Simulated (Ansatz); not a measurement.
`CBCBO`, relaxed with RKS PBE0-D4/def2-TZVP in Ansatz 0.2.0 from a PBE-D4/def2-SVP geometry. The force threshold is 0.005 eV/Å; the program also tests the step.

Charge 0, multiplicity 1.

Start:

```xyz
13

C     0.612   -1.143   -1.337
B     0.923   -0.359   -0.014
C    -0.154   -0.070    1.082
B    -0.594    1.432    0.826
O    -1.710    1.765    0.118
H    -0.463   -1.292   -1.567
H     1.055   -2.159   -1.194
H     1.133   -0.730   -2.226
H     2.064    0.044    0.165
H     0.305   -0.093    2.093
H    -1.027   -0.755    1.017
H     0.060    2.379    1.225
H    -2.204    0.981   -0.189
```

```tsv
step	energy (eV)	largest force (eV/Å)	largest move (Å)
1	-5600.8690	0.580	0.000
2	-5600.9093	0.165	0.022
3	-5600.9122	0.142	0.033
4	-5600.9138	0.082	0.045
5	-5600.9150	0.029	0.015
6	-5600.9154	0.065	0.035
7	-5600.9160	0.070	0.043
8	-5600.9163	0.034	0.041
9	-5600.9166	0.026	0.032
10	-5600.9167	0.051	0.040
11	-5600.9169	0.033	0.018
12	-5600.9169	0.021	0.005
13 (rejected)	-5600.9169	0.019	0.009
14	-5600.9170	0.009	0.004
15	-5600.9170	0.004	0.005
```

End:

```xyz
13

C     0.683   -1.221   -1.330
B     0.912   -0.368   -0.046
C    -0.206   -0.054    0.987
B    -0.597    1.461    0.831
O    -1.765    1.868    0.280
H    -0.359   -1.461   -1.554
H     1.215   -2.173   -1.183
H     1.152   -0.775   -2.213
H     2.010    0.081    0.150
H     0.223   -0.126    1.996
H    -1.076   -0.713    0.895
H     0.140    2.340    1.179
H    -2.332    1.140    0.009
```

It took 49 s on 4 threads of an Arm Neoverse V1 on a shared host, with 0.48 GiB of host memory at the peak.
